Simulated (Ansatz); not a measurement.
The same molecule with X = B, Al, Ga, In. Ansatz, PBE0-D4/def2-TZVP geometries, multiplicity 1. Each molecule was computed in one conformer, which needn't be the lowest.

Elements past krypton have def2 core potentials. Scalar relativity is left out up to krypton.

| X | molecule | mean X–Br bond length / Å | mean X–N bond length / Å | zero-point energy (PBE0-D4/def2-TZVP) / kJ/mol | LUMO energy (B3LYP/def2-TZVPP) / eV | HOMO energy (B3LYP/def2-TZVPP) / eV |
| --- | --- | --- | --- | --- | --- | --- |
| Al | `[NH2][Al]([NH2])[Br]` | 2.258 | 1.758 | 137.8 | -0.47 | -7.04 |
| Ga | `[NH2][Ga]([NH2])[Br]` | 2.289 | 1.809 | 135.6 | -0.73 | -7.10 |
| In | `[NH2][In]([NH2])[Br]` | 2.474 | 2.010 | 133.7 | -1.72 | -7.09 |

(1) Give the row for X = B, `NB(N)Br`. (An estimate is asked.)

Answers

(1) The calculation gave: 
| X | molecule | mean X–Br bond length / Å | mean X–N bond length / Å | zero-point energy (PBE0-D4/def2-TZVP) / kJ/mol | LUMO energy (B3LYP/def2-TZVPP) / eV | HOMO energy (B3LYP/def2-TZVPP) / eV |
| --- | --- | --- | --- | --- | --- | --- |
| B | `NB(N)Br` | 1.955 | 1.402 | 154.4 | 0.31 | -7.18 |

From B to In the mean X–Br bond length rises at each step, by 0.519 Å in all; the mean X–N bond length rises at each step, by 0.608 Å in all; the zero-point energy (PBE0-D4/def2-TZVP) falls at each step, by 20.7 kJ/mol in all; the LUMO energy (B3LYP/def2-TZVPP) falls at each step, by 2.03 eV in all; the HOMO energy (B3LYP/def2-TZVPP) isn't monotonic: highest at Al, lowest at B. Bonds lengthen as the atom grows down the group.

B3LYP here is the variant with VWN-RPA as its local correlation; programs differ in this.

Spin–orbit coupling is left out; it splits and shifts lone-pair levels of the heavy atoms by tenths of an eV.
